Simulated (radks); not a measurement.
Problem. Species: W+. Configuration: [Xe] 4f14 5d5 (not the ground configuration). Calculated with a radial shooting solver on a logarithmic mesh with Libxc functionals: scalar-relativistic Kohn-Sham, PBE, spin-unpolarised, spherical densities, finite nucleus; Fermi nuclear charge, rms radius 5.3658 fm. Some entries of the table are withheld. Estimate them.

| orbital | occ. | eigenvalue (eV) | <1/r> (bohr^-1) | r(max) (bohr) |
|---|---|---|---|---|
| 1s | 2 | (1) | 87.05 | 0.01146 |
| 2s | 2 | -11996.11 | (2) | 0.06568 |
| 2p | 6 | -10494.29 | 18.45 | 0.05388 |
| 3s | 2 | -2766.693 | 7.538 | 0.1853 |
| 3p | 6 | -2321.727 | 6.961 | 0.1834 |
| 3d | 10 | -1809.224 | 6.577 | 0.1494 |
| 4s | 2 | -574.7245 | (3) | 0.4206 |
| 4p | 6 | -428.7169 | 2.911 | 0.4412 |
| 4d | 10 | -243.4478 | 2.590 | (4) |
| 5s | 2 | -84.0982 | 1.250 | 0.9631 |
| 5p | 6 | -48.4558 | 1.046 | 1.094 |
| 4f | 14 | (5) | 2.084 | (6) |
| 5d | 5 | -10.1470 | 0.6435 | 1.511 |

Solution. 
(1) 1s eigenvalue (eV): -69475.23
(2) 2s <1/r> (bohr^-1): 20.35
(3) 4s <1/r> (bohr^-1): 3.203
(4) 4d r(max) (bohr): 0.4522
(5) 4f eigenvalue (eV): -38.2221
(6) 4f r(max) (bohr): 0.4287
